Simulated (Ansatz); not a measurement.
Two isomers of CH6BClOSi: A = `COB([SiH3])Cl`, B = `CB[SiH](O)Cl`.

Calculated with Ansatz (gas phase, PBE0-D4/def2-TZVP geometries, no zero-point term in ΔE). CCSD(T)/CBS adds triple-zeta CCSD(T) − MP2 to the extrapolated MP2 energy (def2 sets, frozen cores). DFT in def2-TZVPP. B3LYP here is the variant with VWN-RPA as its local correlation; programs differ in this. Each species was taken in one conformer, which may not be the lowest.

A:

```xyz
11

C    -0.537    0.172    2.075
O    -0.516   -0.206    0.708
B     0.345    0.208   -0.224
Si    0.197   -0.457   -2.129
Cl    1.653    1.355    0.163
H    -1.485    0.673    2.276
H     0.291    0.836    2.323
H    -0.478   -0.735    2.677
H     0.015    0.700   -3.048
H     1.457   -1.150   -2.514
H    -0.941   -1.397   -2.308
```

B:

Z-matrix (Å, degrees):
```
C
B 1 1.551
H 1 1.092 2 116.8
H 1 1.092 2 114.2 3 129.9
H 1 1.105 2 103.3 3 -116.3
Si 2 2.008 1 123.0 3 15.9
H 2 1.200 1 118.9 3 -163.2
Cl 6 2.083 2 99.3 1 -93.5
O 6 1.643 2 116.5 1 25.0
H 6 1.480 2 118.6 1 150.9
H 9 0.959 6 117.7 2 -48.5
```

Question: Which is lower in electronic energy at CCSD(T)/CBS, and by how much? (An estimate is asked.)

Answer: The calculation gave: B, by 12.6 kcal/mol.

Question: Give E(B) − E(A) in kcal/mol with B2PLYP, HF/def2-TZVPP, B3LYP-D4, PBE-D4, CCSD/def2-TZVPP, CCSD(T)/def2-TZVPP, r2SCAN-D4. (Best estimate.)

Answer: The calculation gave: B2PLYP -11.1, HF/def2-TZVPP -13.1, B3LYP-D4 -10.6, PBE-D4 -9.1, CCSD/def2-TZVPP -11.6, CCSD(T)/def2-TZVPP -10.6, r2SCAN-D4 -11.8. None reverses the order clearly.

Largest T1 diagnostic: 0.013.

From PBE to PBE0 (25 % exact exchange), in def2-TZVPP and without D4, E(B) − E(A) moves by −1.9 kcal/mol.
